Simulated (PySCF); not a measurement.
Species: C3H12GeOSi.
Z-matrix (Å and degrees, PBE0-D3(BJ)/def2-SVP geometry), rows numbered from 1:
```
C 
Si  1  1.8770
C   2  1.8775  1  110.19
C   2  1.8701  1  110.65  3  -122.53
O   2  1.6733  1  109.37  3   120.33
Ge  5  1.7707  2  135.15  1   -64.09
H   1  1.1020  2  110.99  3    63.40
H   1  1.1014  2  110.73  3  -176.84
H   1  1.1017  2  111.67  3   -56.64
H   3  1.1015  2  110.70  1   177.17
H   3  1.1018  2  111.84  1    56.92
H   3  1.1020  2  110.97  1   -63.17
H   4  1.1017  2  111.03  1    62.28
H   4  1.1010  2  110.72  1  -177.63
H   4  1.1010  2  110.94  1   -57.94
H   6  1.5428  5  109.30  2    60.25
H   6  1.5359  5  106.33  2  -179.98
H   6  1.5425  5  109.32  2   -60.22
```

Method: PySCF, TDDFT wB97X-D/def2-SVPD, vertical, gas phase, core orbitals frozen in the response. The wB97X-D/def2-SVPD calculation is non-relativistic and has no spin–orbit coupling, an omission that weighs most on germanium.

Frontier orbitals with the atoms that hold most of them (Löwdin shares over 4%, at most four atoms; ? is withheld):

```tsv
orbital	ε (eV)	atoms
HOMO-3	-10.99	O5 20%, Ge6 20%, H17 16%, C4 13%
HOMO-2	-10.95	O5 18%, Ge6 17%, C1 11%, H16 11%
HOMO-1	-9.93	O5 25%, C4 22%, Si2 15%, C3 10%
HOMO	-9.75	?
LUMO	1.78	?
LUMO+1	1.81	Ge6 49%, H17 10%, H16 9%, H18 9%
LUMO+2	2.67	Ge6 20%, C4 11%, Si2 8%, H13 7%
```

Which atoms hold the LUMO, and with what shares?

Ge6 (bonded to O and 3 H) 31%; O5 (bonded to Ge and Si) 11%; Si2 (bonded to 3 C and O) 11%; H16 (bonded to Ge) 9%.

Give the leading atoms of the HOMO.

O5 (bonded to Ge and Si) 33%; C1 (bonded to Si and 3 H) 17%; C3 (bonded to Si and 3 H) 14%; Si2 (bonded to 3 C and O) 13%. By element: oxygen 33%, carbon 32% or more, silicon 13%.

The HOMO–LUMO gap is 11.53 eV. Where does the response calculation put the lowest singlet, and from which orbitals?

S1 is at 7.14 eV (f = 0.013), 4.38 eV below the gap, made of HOMO→LUMO (77%), HOMO-2→LUMO (11%). 

Give energy, strength and leading configuration of S1, S2 and S3, and follow the Löwdin shares of the leading atoms from the occupied to the empty orbital.

- S1 (7.14 eV, f 0.013), HOMO→LUMO (77%): O5 33% → 11%, C1 17% → at most 10%, Ge6 at most 13% → 31%
- S2 (7.47 eV, f 0.028), HOMO-1→LUMO (70%): O5 25% → 11%, C4 22% → at most 10%, Ge6 at most 11% → 31%
- S3 (7.76 eV, f 0.0012), HOMO→LUMO+1 (80%): O5 33% → at most 9%, C1 17% → at most 9%, Ge6 at most 13% → 49%, H17 at most 13% → 10%
